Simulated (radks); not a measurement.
Results of a calculation; reference values are marked as such.
All-electron atom: Tm31+ in [Kr] 4d2 (the NIST ground configuration). Level of theory: Dirac Kohn-Sham, LB94 model potential, spin-unpolarised, spherical densities, finite nucleus; open shells fill j = l - 1/2 first; Fermi nuclear charge, rms radius 5.2256 fm (a radial shooting solver on a logarithmic mesh with Libxc functionals).

Unscreened Slater integrals over Kohn-Sham orbitals (cm^-1). Large and small components are both included. Empty in this configuration: 4d5/2.

integral          value
F0(4d3/2,4d3/2)  421000
F2(4d3/2,4d3/2)  214270
F0(4d3/2,4p3/2)  416840
F2(4d3/2,4p3/2)  213460
G1(4d3/2,4p3/2)  262880
G3(4d3/2,4p3/2)  168860
F0(4d3/2,4p1/2)  426720
G1(4d3/2,4p1/2)  275330
F0(4d3/2,4s1/2)  426060
G2(4d3/2,4s1/2)  211750
F0(4d3/2,4d5/2)  418190
F2(4d3/2,4d5/2)  213020
G2(4d3/2,4d5/2)  212240
G4(4d3/2,4d5/2)  144470
F0(4p3/2,4p3/2)  414030
F2(4p3/2,4p3/2)  216200
F0(4p3/2,4p1/2)  423380
G2(4p3/2,4p1/2)  217570
F0(4p3/2,4s1/2)  422780
G1(4p3/2,4s1/2)  285020
F0(4p3/2,4d5/2)  414190
F2(4p3/2,4d5/2)  212570
G1(4p3/2,4d5/2)  263750
G3(4p3/2,4d5/2)  169100
F0(4p1/2,4p1/2)  433750
F0(4p1/2,4s1/2)  432980
G1(4p1/2,4s1/2)  291320
F0(4p1/2,4d5/2)  423790
G3(4p1/2,4d5/2)  173760
F0(4s1/2,4s1/2)  432480
F0(4s1/2,4d5/2)  423180
G2(4s1/2,4d5/2)  211090
F0(4d5/2,4d5/2)  415460
F2(4d5/2,4d5/2)  211910
F4(4d5/2,4d5/2)  144230
